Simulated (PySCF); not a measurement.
## The halides of antimony, SbF₂⁺ to SbI₂⁺

Level: PBE0 in the def2-TZVP basis family, computed in PySCF with density fitting; scalar-relativistic core potentials for atoms from Rb on, none lighter, no spin–orbit coupling; open shells unrestricted.

Each entry is the lowest minimum that a search over a few typed start shapes (and spin states, where more than one is plausible) found, or that minimum re-optimised at the stated level; isomers with ligand–ligand bonds, or fragments after loss of a ligand pair, can lie lower.

| molecule | 2S+1 | point group | mean bond to Sb (Å) | lowest ω (cm⁻¹) | polar-tensor charge of Sb | distinct angles (°) | highest ω (cm⁻¹) |
| --- | --- | --- | --- | --- | --- | --- | --- |
| SbF₂⁺ | 1 | C2v | 1.838 | 228 | 1.94 | 96 | 743 |
| SbCl₂⁺ | ? | ? | ? | ? | ? | ? | ? |
| SbI₂⁺ | 1 | C2v | 2.615 | 71 | 1.19 | 103 | 238 |

(1) Fill in the row of SbCl₂⁺.

Answers

(1) 2S+1: 1; point group: C2v; mean bond to Sb (Å): 2.252; lowest ω (cm⁻¹): 146; polar-tensor charge of Sb: 1.57; distinct angles (°): 100; highest ω (cm⁻¹): 442.

The bond lengthens at every step; the largest change, 0.414 Å, falls between SbF₂⁺ and SbCl₂⁺ among the members listed.

Left out of the table are members whose search was unfinished or whose lowest solution was spin-contaminated, unstable, very soft or bonded differently.
